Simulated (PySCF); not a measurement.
C8H8ClP.
Atom-mapped SMILES: `[Cl:1][c:2]1[cH:3][cH:4][c:5]([CH:6]2[CH2:7][CH2:8]2)[p:9][cH:10]1` (hydrogens: H11 on C3; H12 on C4; H13 on C6; H14, H15 on C7; H16, H17 on C8; H18 on C10)

The same species was optimised twice, with GFN2-xTB and with PBE0-D3(BJ)/def2-SVP (PySCF), and the same property calculations (PySCF, gas phase) were run on both structures.

| coordinate | GFN2-xTB | PBE0-D3(BJ)/def2-SVP | change |
| --- | --- | --- | --- |
| C2–C10 (Å) | 1.377 | 1.389 | +0.012 |
| C4–C5 (Å) | 1.386 | 1.397 | +0.011 |
| C2–C3 (Å) | 1.385 | 1.395 | +0.010 |
| C5–C6 (Å) | 1.477 | 1.486 | +0.009 |
| C3–C4 (Å) | 1.384 | 1.392 | +0.008 |
| C6–C7 (Å) | 1.507 | 1.511 | +0.004 |
| C5–P9 (Å) | 1.752 | 1.756 | +0.004 |
| C6–C8 (Å) | 1.507 | 1.510 | +0.003 |
| P9–C10 (Å) | 1.730 | 1.731 | +0.001 |
| C7–C8 (Å) | 1.489 | 1.489 | 0.000 |
| Cl1–C2 (Å) | 1.740 | 1.740 | 0.000 |
| C5–C6–C7 (°) | 119.7 | 121.3 | +1.6 |
| C5–C6–C8 (°) | 120.1 | 121.5 | +1.4 |
| C6–C5–P9 (°) | 118.0 | 119.4 | +1.4 |
| C4–C5–P9 (°) | 123.1 | 122.3 | -0.8 |
| C4–C5–C6 (°) | 118.9 | 118.2 | -0.7 |
| C3–C2–C10 (°) | 123.9 | 123.2 | -0.7 |
| C5–P9–C10 (°) | 100.9 | 101.6 | +0.7 |
| Cl1–C2–C10 (°) | 118.2 | 118.9 | +0.7 |
| C4–C5–C6–C7 (°) | 144 | 143 | -1 |

Rotational constants: A = 3147, B = 507.2, C = 452.2 MHz (GFN2-xTB) against A = 3124, B = 497.7, C = 444.2 MHz (PBE0-D3(BJ)/def2-SVP).

On the GFN2-xTB structure: HOMO (eV) -6.82 [PBE0/pcSseg-1]; LUMO (eV) -1.77 [PBE0/pcSseg-1]; dipole (D) 2.37 [PBE0/pcSseg-1]; GIAO shielding of Cl1 (ppm) 670.6 [PBE0/pcSseg-1]; GIAO shielding of C2 (ppm) 40.7 [PBE0/pcSseg-1]; GIAO shielding of C3 (ppm) 51.4 [PBE0/pcSseg-1]; GIAO shielding of C4 (ppm) 47.7 [PBE0/pcSseg-1]; GIAO shielding of C5 (ppm) -3.3 [PBE0/pcSseg-1]; GIAO shielding of C6 (ppm) 161.8 [PBE0/pcSseg-1]; GIAO shielding of C7/C8 (mean) (ppm) 162.7 [PBE0/pcSseg-1]; GIAO shielding of P9 (ppm) 101.4 [PBE0/pcSseg-1].

**Question.** What do these properties become on the PBE0-D3(BJ)/def2-SVP structure?

**Answer.** 
```tsv
property	level	on GFN2-xTB	on PBE0-D3(BJ)/def2-SVP	change
HOMO (eV)	PBE0/pcSseg-1	-6.82	-6.82	0.00
LUMO (eV)	PBE0/pcSseg-1	-1.77	-1.78	-0.01
dipole (D)	PBE0/pcSseg-1	2.37	2.32	-0.05
energy, GFN2-xTB geometry as zero (kcal/mol)	PBE0/pcSseg-1	0.0	-0.5	-0.5
GIAO shielding of Cl1 (ppm)	PBE0/pcSseg-1	670.6	668.7	-1.9
GIAO shielding of C2 (ppm)	PBE0/pcSseg-1	40.7	37.6	-3.1
GIAO shielding of C3 (ppm)	PBE0/pcSseg-1	51.4	48.7	-2.7
GIAO shielding of C4 (ppm)	PBE0/pcSseg-1	47.7	44.4	-3.3
GIAO shielding of C5 (ppm)	PBE0/pcSseg-1	-3.3	-3.9	-0.6
GIAO shielding of C6 (ppm)	PBE0/pcSseg-1	161.8	160.1	-1.7
GIAO shielding of C7/C8 (mean) (ppm)	PBE0/pcSseg-1	162.7	162.2	-0.5
GIAO shielding of P9 (ppm)	PBE0/pcSseg-1	101.4	100.0	-1.4
```

The heavy atoms differ by 0.034 Å rms after alignment. Among bonds between heavy atoms C2–C10 and C4–C5 change most and about equally (+0.011 to +0.012 Å). Changes are differences of the printed values. Neither structure is proved a minimum here.

Conformer computed: `[Cl:1][c:2]1[cH:3][cH:4][c:5]([CH:6]2[CH2:7][CH2:8]2)[p:9][cH:10]1`: C4–C5–C6–C7 143°.
